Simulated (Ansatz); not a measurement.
CH5ClFNSi2, SMILES F[Si@@H]1CN[Si@H]1Cl.

Coordinates come from a B3LYP-D3(BJ)/def2-SVP optimisation. The structure was generated by enumeration; whether it is a known compound was not checked.

Two levels are set side by side: PBE/def2-SVPD (Ansatz, an electronic-structure program) and ωB97X-V/def2-SVPD (Ansatz). Energy differences of separate SCF runs at the same geometry; the states with an electron removed or added have multiplicity 2 and 2. Differences are taken from unrounded values.

```json
[
 {"quantity": "vertical ionisation energy (eV)", "ωB97X-V": "9.54", "PBE": "9.06", "PBE minus ωB97X-V": "-0.48"},
 {"quantity": "vertical singlet–triplet gap (eV)", "ωB97X-V": "5.36", "PBE": "4.45", "PBE minus ωB97X-V": "-0.90"}
]
```
